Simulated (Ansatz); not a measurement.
Born–Oppenheimer molecular dynamics of BrCl₄HZr (7 atoms, charge 0, multiplicity 1). It starts at the highest image of a converged band, a first-order saddle point between two minima.

These are results of Ansatz 0.2.0, RKS BHLYP/def2-SVP, not measurements.

```json
{"ensemble": "NVE (velocity Verlet)", "time step": "0.5 fs", "steps asked": "200", "starting velocities drawn for": "100 K", "seed": "5725"}
```

First frame:

```xyz
7
Properties=species:S:1:pos:R:3
Zr -0.365 0.000 -0.006
Cl 0.063 0.000 2.565
Cl 1.961 0.000 -0.205
Cl -0.902 1.907 -1.218
Cl -0.902 -1.907 -1.218
Br -2.823 0.000 1.338
H -1.465 0.000 2.382
```

Q: How far do the bonds stretch over the last three quarters of this one trajectory? (Pairs bonded in most of those frames.)

A: 
```json
{"bond": "Zr1–Cl2", "mean (Å)": "2.398", "spread (Å)": "0.087", "shortest": "2.30", "longest": "2.56"}
{"bond": "Zr1–Cl3", "mean (Å)": "2.318", "spread (Å)": "0.021", "shortest": "2.29", "longest": "2.35"}
{"bond": "Zr1–Cl4", "mean (Å)": "2.343", "spread (Å)": "0.011", "shortest": "2.33", "longest": "2.36"}
{"bond": "Zr1–Cl5", "mean (Å)": "2.357", "spread (Å)": "0.047", "shortest": "2.28", "longest": "2.42"}
{"bond": "Zr1–Br6", "mean (Å)": "3.047", "spread (Å)": "0.160", "shortest": "2.84", "longest": "3.37"}
{"bond": "Br6–H7", "mean (Å)": "1.432", "spread (Å)": "0.030", "shortest": "1.39", "longest": "1.49"}
```

Mean temperature of the second half: 642 K. The conserved energy stayed within 0.024 meV per atom of its start (net change -0.021 meV per atom), so the integration is sound. The kinetic energy rose, since the run started high on the potential surface and went downhill. A run of 0.1 ps of so small a system gives no equilibrium averages. The orbitals stay closed-shell, which can raise the energy where a bond breaks towards radicals; this wasn't checked here.

The run took 8 min on 4 threads of Intel(R) Xeon(R) 6975P-C (Granite Rapids), on a shared host, peak memory 0.49 GiB.
